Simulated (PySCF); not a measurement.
B(H)(OMe)(SMe) (C2H7BOS), SMILES O(BSC)C.

Coordinates come from a B3LYP-D3(BJ)/def2-SVP optimisation. This is a generated structure with no PubChem entry under its InChIKey; it may be hypothetical. Other conformers were not sampled.

Two levels are set side by side: TDA-PBE/def2-SVPD (PySCF) and TDA-CAM-B3LYP/def2-SVPD (PySCF). Vertical, same geometry. The lowest singlet is HOMO→LUMO+1 97 % with PBE and HOMO→LUMO 56 %, HOMO→LUMO+2 27 % with the other functional; states are paired by order. Differences are taken from unrounded values.

| quantity | TDA-PBE |
|---|---|
| lowest singlet excitation (eV) | 5.56 |
| lowest triplet excitation (TDA) (eV) | 4.61 |
| first bright state (f over 0.05) (eV) | 5.94 |
| its oscillator strength | 0.23 |

### Question
These are the TDA-PBE values. What does TDA-CAM-B3LYP give? (Estimate from the structure and the level; the computed values follow.)

### Answer

```csv
quantity,TDA-CAM-B3LYP,TDA-PBE minus TDA-CAM-B3LYP
lowest singlet excitation (eV),6.18,-0.62
lowest triplet excitation (TDA) (eV),5.15,-0.54
first bright state (f over 0.05) (eV),6.44,-0.50
its oscillator strength,0.24,-0.01
```

A lower first singlet is the usual sign of a functional without exact exchange. Differences between two approximate levels are no errors against the true value.

Rough cost on one machine, each run with all the roots and properties that it gave: TDA-CAM-B3LYP against TDA-PBE about 3 times.
